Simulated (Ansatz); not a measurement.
Reaction (atomization): `[AlH2][SeH]` → Al• + 3 H• + Se•

Isolated molecules relaxed with PBE0-D4/def2-TZVP in Ansatz; ΔE leaves out vibrations. CCSD(T)/CBS is the MP2 limit (def2-TZVPP, def2-QZVPP) plus CCSD(T) − MP2 in def2-TZVPP, frozen cores. This one scheme is used for every species, atoms too. Functionals use def2-TZVPP. B3LYP here is the variant with VWN-RPA as its local correlation; programs differ in this. No spin–orbit coupling; open shells (•) take unrestricted orbitals. Spin–orbit coupling would lower the free atoms: a little for Al; clearly for Se. Bonds to Se are less sure, by a few kJ/mol each and by 10 to 20 or more in all where they break to atoms, as the def2 sets lack core-valence functions. Scalar relativity is left out up to krypton.

`[AlH2][SeH]`:

Z-matrix (Å, degrees):
```
Al
Se 1 2.314
H 1 1.579 2 116.3
H 1 1.580 2 119.2 3 180.0
H 2 1.469 1 92.2 3 179.9
```

Task: What is ΔE at CCSD(T)/CBS? (An estimate is asked.)

Result: Computed: +1248.4 kJ/mol.

Task: What do these levels give: LDA (SPW92), B2PLYP, PBE, B3LYP, HF/def2-TZVPP, CCSD(T)/def2-TZVPP? (Estimate.)

Result: Ansatz gave: LDA (SPW92) 1367.0, B2PLYP 1213.7, PBE 1208.2, B3LYP 1215.6, HF/def2-TZVPP 913.0, CCSD(T)/def2-TZVPP 1210.6 kJ/mol.

Largest T1 diagnostic among the species: 0.018.

In def2-TZVPP, CCSD(T) changes the Hartree–Fock value by +297.6 kJ/mol (the triples alone add +14.1 kJ/mol) and MP2 by +287.7 kJ/mol; breaking electron pairs costs correlation energy, which Hartree–Fock lacks. The D4 term adds +12.2 kJ/mol with B3LYP and +6.3 kJ/mol with PBE0; it sums over pairs of atoms, weighted by their polarisabilities, and B3LYP, whose exchange is more repulsive, gets the larger term. From r2SCAN to r2SCAN0 (25 % exact exchange), in def2-TZVPP and without D4, ΔE moves by −14.5 kJ/mol: exact exchange takes away binding that semilocal exchange gives to molecules.

For atomizations the MP2-based limit and the directly extrapolated one differ by several kJ/mol either way, and by 10 to 25 for some Ge, Se and Sn compounds, so smaller differences from it don't rank the levels.
